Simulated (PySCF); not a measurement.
Orbital picture of AsI

PBE0 at R = 2.503 Å; PySCF, scalar-relativistic core potentials, basis sets As cc-pVTZ-PP with ECP10, I cc-pVTZ-PP with ECP28. State: ³Σ⁻ (triplet), unpaired electrons π ↑↑. Only the outer orbitals are listed, counted within each symmetry, core potentials removing the inner ones.

| spin | orbital | occ. | ε (eV) | on As (%) | main shells (%) |
| --- | --- | --- | --- | --- | --- |
| α | 7σ | 1 | -20.24 | 24 | 74 I s, 21 As s |
| α | 8σ | 1 | -16.77 | 72 | 72 As s, 23 I s |
| α | 9σ | 1 | -9.47 | 43 | 55 I p, 37 As p |
| α | 5π | 1 | -8.77 | 33 | 66 I p, 32 As p |
| α | 5π | 1 | -8.77 | 33 | 66 I p, 32 As p |
| α | 6π | 1 | -6.55 | 67 | 67 As p, 32 I p |
| α | 6π | 1 | -6.55 | 67 | 67 As p, 32 I p |
| α | 10σ | 0 | -1.88 | 61 | 62 As p, 38 I p |
| α | 11σ | 0 | 2.70 | 69 | 59 As s, 26 I s |
| α | 12σ | 0 | 4.73 | 77 | 57 As p, 20 As s, 20 I d |
| β | 7σ | 1 | -19.86 | 14 | 85 I s, 10 As s |
| β | 8σ | 1 | -15.04 | 78 | 78 As s, 13 I s, 9 I p |
| β | 9σ | 1 | -9.05 | 42 | 57 I p, 32 As p, 10 As s |
| β | 5π | 1 | -8.12 | 9 | 90 I p, 8 As p |
| β | 5π | 1 | -8.12 | 9 | 90 I p, 8 As p |
| β | 6π | 0 | -3.01 | 89 | 89 As p, 8 I p |
| β | 6π | 0 | -3.01 | 89 | 89 As p, 8 I p |
| β | 10σ | 0 | -1.35 | 66 | 66 As p, 33 I p |

Q: Which are the highest filled and the lowest empty level, where do they sit, and how wide is the gap?

A: Highest filled α 6π at -6.55 eV (in %: 67 As p, 32 I p); lowest empty β 6π at -3.01 eV (in %: 89 As p, 8 I p); the gap at PBE0 is 3.54 eV. Both belong to one degenerate shell, split only by its one-sided filling, so this is no excitation gap.

The bond order (Mayer) is 1.30, the ⟨S²⟩ is 2.007 and the charge on As (Mulliken, basis-dependent) is 0.09. The charge on As (Löwdin, basis-dependent) is -0.03 and the dipole moment (positive dipole means As(−)I(+)) is -0.75 D. The polarisability along the bond is 89.3 bohr³. The polarisability across the bond is 42.8 bohr³.

Spin–orbit coupling is left out. The state was picked by a PBE0 search and need not be the measured ground state.
